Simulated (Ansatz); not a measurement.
```xyz
4

B     0.0078    0.0033    0.0053
H     1.2005    0.0045   -0.0065
H    -0.6064    1.0543   -0.0012
H    -0.5949   -1.0489    0.0038
```

Basis set: STO-3G (spherical functions). Correlated methods keep 1 orbital frozen. Charge 0, multiplicity 1.

Computed with Ansatz (development build ahead of 0.2.0); each method stands on the lowest determinant of its kind that the runs found. Restricted open shells among the atoms or ions are ROHF, correlated in semicanonical orbitals with singles.

(1) Give the atomization energy at this shape (free ground-state atoms in the same class of orbitals less the molecule, no zero-point energy) of singlet BH₃ by RHF-MP2, RHF.

## Answers

(1)

| method | atomization energy |
| --- | --- |
| RHF-MP2 | 1407.2 kJ/mol |
| RHF | 1358.9 kJ/mol |

This basis has no polarisation functions and is too small for such energies, which can lie far from measured ones in either direction.
